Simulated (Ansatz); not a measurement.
Cs4Cl4 (the lowest singlet isomer of a short search). Total charge 0; singlet. Geometry PBE0-D4/def2-SVP, basis def2-TZVP, Ansatz.

```xyz
8

Cs   -0.9166   -0.7421    2.6622
Cs    2.9064   -0.1840   -0.1117
Cs   -1.1650   -1.8066   -1.9648
Cs   -0.8246    2.7328   -0.5855
Cl    0.8756    0.7069   -2.5404
Cl    0.7874   -2.6083    0.5572
Cl   -2.7737    0.1763    0.1078
Cl    1.1105    1.7249    1.8752
```

```
run  HOMO (eV)  LUMO (eV)
  A      -6.81      -0.48
  B      -5.79      -0.35
  C      -5.51      -0.95
  D      -9.55       0.39
  E      -5.82      -0.83
```

In the def2 sets Cs takes a core potential; there is no spin–orbit coupling. LC-ωPBE has ω = 0.4 bohr⁻¹. The structure comes from a short search, and lower isomers may exist.

**Question.** The runs used B97M-V, LC-ωPBE, PBE, PBE0, r2SCAN. Estimate which is which.

**Answer.** A PBE0 (25 % exact exchange); B r2SCAN (0 % exact exchange); C PBE (0 % exact exchange); D LC-ωPBE (range-separated); E B97M-V (0 % exact exchange). Exact exchange lowers occupied and raises empty levels; among semilocal functionals meta-GGAs tend to open the gap a little, and such runs are hard to tell apart. The gap grows from 4.57 eV (PBE) to 9.93 eV (LC-ωPBE).
